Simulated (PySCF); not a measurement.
# N(2+) (nitrogen, charge +2): UHF calculation

Configuration: [He] 2s2 2p1, 2P determinant. Computed with PySCF 2.14 in cc-pVDZ-DK (3s2p1d, 14 functions), with scalar relativity by spin-free X2C-1e.

| Property | Result |
| --- | --- |
| Total energy | -52.835360 hartree |
| One-electron energy | -65.4512 hartree |
| Hartree (Coulomb) energy | 18.3179 hartree |
| Exchange energy | -5.7021 hartree |
| ⟨S²⟩ | 0.7538 |
| ⟨L²⟩ | 2.009 |
| Sum of ⟨r⟩ | 3.961 bohr |
| Sum of ⟨r²⟩ | 5.076 bohr² |
| Traceless quadrupole moment −½Σ⟨3z² − r²⟩ along its main axis | -0.632 e·bohr² |
| Langevin diamagnetic susceptibility | -4.02 ×10⁻⁶ cm³/mol |
| Time after the integrals | 0.04 s of wall time on 1 thread of Intel(R) Xeon(R) Platinum 8375C CPU @ 2.90GHz (shared host) |

```json
{"shell": "1s α", "electrons": "1", "mean orbital energy (eV)": "-467.34", "rms radius, mean of both spins (bohr)": "0.264"}
{"shell": "1s β", "electrons": "1", "mean orbital energy (eV)": "-466.12", "rms radius, mean of both spins (bohr)": "0.264"}
{"shell": "2s α", "electrons": "1", "mean orbital energy (eV)": "-58.809", "rms radius, mean of both spins (bohr)": "1.30"}
{"shell": "2s β", "electrons": "1", "mean orbital energy (eV)": "-54.193", "rms radius, mean of both spins (bohr)": "1.30"}
{"shell": "2p α", "electrons": "1", "mean orbital energy (eV)": "-47.974", "rms radius, mean of both spins (bohr)": "1.25"}
```
